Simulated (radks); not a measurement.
Nb III, 39 electrons, occupied as [Kr] 4d3. Method: Dirac Kohn-Sham, BLYP, spin-unpolarised, spherical densities, finite nucleus; open shells fill j = l - 1/2 first; Fermi nuclear charge, rms radius 4.324 fm; computed with a radial shooting solver on a logarithmic mesh with Libxc functionals.

Unscreened Slater integrals over Kohn-Sham orbitals (hartree). Large and small components are both included. Empty in this configuration: 4d5/2.

F0(4d3/2,4d3/2): 0.48787
F2(4d3/2,4d3/2): 0.24224
F0(4d3/2,4p3/2): 0.56480
F2(4d3/2,4p3/2): 0.26927
G1(4d3/2,4p3/2): 0.33119
G3(4d3/2,4p3/2): 0.20066
F0(4d3/2,4p1/2): 0.56902
G1(4d3/2,4p1/2): 0.32677
F0(4d3/2,4s1/2): 0.58526
G2(4d3/2,4s1/2): 0.23032
F0(4d3/2,4d5/2): 0.48577
F2(4d3/2,4d5/2): 0.24119
G2(4d3/2,4d5/2): 0.24113
G4(4d3/2,4d5/2): 0.15630
F0(4p3/2,4p3/2): 0.69247
F2(4p3/2,4p3/2): 0.36348
F0(4p3/2,4p1/2): 0.70054
G2(4p3/2,4p1/2): 0.36709
F0(4p3/2,4s1/2): 0.73168
G1(4p3/2,4s1/2): 0.49275
F0(4p3/2,4d5/2): 0.56152
F2(4p3/2,4d5/2): 0.26670
G1(4p3/2,4d5/2): 0.32696
G3(4p3/2,4d5/2): 0.19807
F0(4p1/2,4p1/2): 0.70896
F0(4p1/2,4s1/2): 0.74147
G1(4p1/2,4s1/2): 0.50379
F0(4p1/2,4d5/2): 0.56565
G3(4p1/2,4d5/2): 0.19517
F0(4s1/2,4s1/2): 0.77935
F0(4s1/2,4d5/2): 0.58156
G2(4s1/2,4d5/2): 0.22645
F0(4d5/2,4d5/2): 0.48371
F2(4d5/2,4d5/2): 0.24018
F4(4d5/2,4d5/2): 0.15567
